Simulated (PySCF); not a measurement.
# What a mistake does to a calculation on AlCH3N

These are calculations, not measurements. They come from PySCF 2.14.0, an open-source quantum chemistry program, on an isolated molecule that a program drew, which may never have been made. The molecule is AlCH3N (charge 0, doublet), drawn as the SMILES string `[CH2][N]=[AlH]`.

Each row is a Hartree-Fock (HF) and frozen-core CCSD(T) single point in the cc-pV(D+d)Z basis, meant for a local HF minimum. Run 1 is clean. Each other run has one planted mistake out of seven kinds, and not every kind appears here: one electron removed, one electron added, multiplicity raised by two, geometry at a saddle point, minimal basis STO-3G, one bond length entered in bohr, all coordinates scaled. The reference is restricted for singlets and unrestricted otherwise, and also for a bond in bohr. Adding or removing an electron swaps singlet and doublet. Electrons count all cores. HOMO and LUMO are orbital energies over both spins, the gradient is its largest component, and the lowest frequency (negative if imaginary) is given only where the gradient is small. Bond lengths are over the 5 bonds as drawn. T1 is the CCSD diagnostic: over 0.02 (restricted) or 0.045 (unrestricted) a single reference is doubtful.

Geometry of the clean run:
```xyz
6
AlCH3N, angstrom
C     0.6648    1.0002    0.1471
N    -0.1229    0.8388   -0.8024
Al   -1.2737    0.4948   -2.0737
H     1.6909    0.6137    0.1345
H     0.3878    1.5456    1.0572
H    -1.3662    1.5438   -3.2620
```

| run | electrons | basis functions | <S^2> | HOMO (eV) | LUMO (eV) | gradient (hartree/bohr) | lowest frequency (cm^-1) | mean bond (Å) | longest bond (Å) | T1 | HF (hartree) | CCSD(T) (hartree) | mistake |
|---|---|---|---|---|---|---|---|---|---|---|---|---|---|
| 1 | 29 | 66 | 0.803 | -8.06 | 1.35 | 2.5e-05 | 128 | 1.3548 | 1.749 | 0.0270 | -335.95180 | -336.33365 | no fault |
| 2 | 30 | 66 | 0.000 | -0.14 | 7.06 | 4.7e-02 | - | 1.3548 | 1.749 | 0.0230 | -335.92730 | -336.34445 | one electron added |
| 3 | 29 | 66 | 0.911 | -8.35 | 0.93 | 1.2e-02 | - | 1.6373 | 3.000 | 0.0353 | -335.88859 | -336.26765 | one bond length entered in bohr |
| 4 | 29 | 66 | 0.987 | -8.43 | 0.85 | 4.9e-02 | - | 1.4537 | 1.877 | 0.0565 | -335.92187 | -336.31823 | ? |

**Which mistake was planted in run 4, and what did it cost?**

The mean and the longest bond both change by the same factor, 1.073, and the gradient is no longer small. So the mistake is: all coordinates scaled. Subtracting run 1 and multiplying by 627.51 kcal/mol a hartree, the energy moved by 18.8 kcal/mol in HF and 9.7 kcal/mol in CCSD(T).

Cautions from the logs. Run 2: T1 is over the limit, so its CCSD(T) energy is less reliable; run 4: T1 is over the limit, so its CCSD(T) energy is less reliable.
